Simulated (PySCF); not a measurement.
GeH, SMILES [GeH] (connectivity only; charge and spin as stated), charge +1, multiplicity 1. Geometry optimised at PBE-D3(BJ)/def2-TZVPD. The spin state was assumed, not searched.

TDDFT-CAM-B3LYP/def2-TZVPD (PySCF) puts the lowest singlet excitations at 3.12, 3.12, 9.46, 10.58, 10.62, 10.62 eV.

Problem. What are the lowest excitation roots from ADC(3)/aug-cc-pVDZ (PySCF 2.14.0)? (An estimate is asked for; the answer gives what the named calculation found.)

Solution. 3.12, 3.12, 7.37, 9.36, 9.36, 9.53 eV. S1 differs by 0.00 eV (second minus first; roots are paired by order, and the bases may differ).
